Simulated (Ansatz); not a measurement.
Reaction (ligand exchange at the In–C bond): `[InH2][CH]1C[SiH2]1` + CH₃OH → `C[O][InH2]` + `C1C[SiH2]1`

Calculated with Ansatz (gas phase, PBE0-D4/def2-TZVP geometries, no zero-point term in ΔE). CBS: MP2 limit from def2 TZ/QZ plus the TZ coupled-cluster correction, frozen cores. This one scheme is used for every species. Functionals use def2-TZVPP. B3LYP here is the variant with VWN-RPA as its local correlation; programs differ in this. Elements past krypton have def2 core potentials. For In outer-core shells are correlated without core-valence functions, which leaves a few kJ/mol of doubt a bond.

```
          level  ΔE (kJ/mol)
        PBE0-D4        -33.6
         r2SCAN        -44.5
           PBE0        -36.3
          B3LYP        -49.5
  HF/def2-TZVPP        -46.9
 MP2/def2-TZVPP        -28.0
CCSD/def2-TZVPP        -34.7
 CCSD/CBS(def2)        -36.2
```

(1) What does CCSD(T)/CBS give? (An estimate is asked.)

Largest T1 diagnostic among the species: 0.017.

Answers

(1) Computed: -35.1 kJ/mol. The listed levels differ from it by 1.5, -9.4, -1.2, -14.4, -11.8, 7.1, 0.4, -1.1 kJ/mol.

In def2-TZVPP, CCSD(T) changes the Hartree–Fock value by +13.3 kJ/mol (the triples alone add +1.1 kJ/mol) and MP2 by +18.9 kJ/mol. The D4 term adds +4.8 kJ/mol with B3LYP and +2.7 kJ/mol with PBE0; it sums over pairs of atoms, weighted by their polarisabilities, and B3LYP, whose exchange is more repulsive, gets the larger term. From PBE to PBE0 (25 % exact exchange), in def2-TZVPP and without D4, ΔE moves by +6.6 kJ/mol.
